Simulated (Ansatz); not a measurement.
Rb2F2, relaxed as a singlet with RKS PBE0-D4/def2-TZVP in Ansatz, starting from the GFN1-xTB geometry. Force threshold 0.02 eV/Å.

In the def2 sets Rb takes a core potential; there is no spin–orbit coupling. The structure comes from a short search, and lower isomers may exist.

Start:

```xyz
4

Rb   -1.3139   -1.2125   -0.6260
Rb    1.2986    1.2283    0.6271
F     0.3281    0.3881   -1.4458
F    -0.3127   -0.4039    1.4447
```

| step | energy (eV) | largest force component (eV/Å) | SCF passes |
| --- | --- | --- | --- |
| 1 | -6746.5077 | 0.576 | 15 |
| 2 | -6746.5828 | 0.216 | 18 |
| 3 | -6746.5983 | 0.034 | 17 |
| 4 | -6746.5991 | 0.039 | 17 |
| 5 | -6746.5995 | 0.002 | 17 |

Force components are those of the run's own axes.

End:

Cartesian coordinates in Å:
```
Rb -1.308 -1.223 -0.627
Rb 1.309 1.222 0.627
F 0.350 0.433 -1.577
F -0.351 -0.433 1.577
```

By distances, no bond broke or formed. The bond that changes most is Rb2–F4, from 2.43 to 2.53 Å (atoms count from 1).

No frequencies were taken in this run, so the end may be a saddle point.

Hardware: 4 threads of Arm Neoverse V2 on a shared host. Wall time 4.5 s.
